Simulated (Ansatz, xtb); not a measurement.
Pulling on the Br1–Br2 bond in Br2 (multiplicity 1 held). Energies count from the point at 2.316 Å.


U- levels take the lowest unrestricted solution at each point, which mixes spins at long bonds. Active spaces are followed from rest. Curves can end on different states.

Cores are frozen in the correlated methods. Filled d and f shells under p-block atoms count as core.

The values were computed with Ansatz (a quantum-chemistry and plane-wave program) with Gaussian orbitals; xtb for the GFN methods. Each number belongs to the level named beside it. The GFN methods have no spin term and hold the electronic entropy of 300 K.

Energies in kJ/mol.

```csv
R (Å),GFN2-xTB,U-MP2/cc-pVTZ,"FIC-MRCISD on CASSCF(14,8)/cc-pVTZ","FIC-MRCISD+Q on CASSCF(14,8)/cc-pVTZ"
1.853,224,304,319,321
2.084,27,45,53,53
2.316,0,0,0,0
2.547,25,75,26,27
2.779,68,147,74,75
3.126,136,187,134,137
3.474,174,200,166,170
4.053,193,203,183,188
4.631,195,204,184,190
5.326,196,205,185,190
6.252,197,206,185,191
7.410,197,206,185,191
9.263,197,206,186,191
```

Doubts at one or more of the structures used: a spin-contaminated determinant (U-MP2/cc-pVTZ).
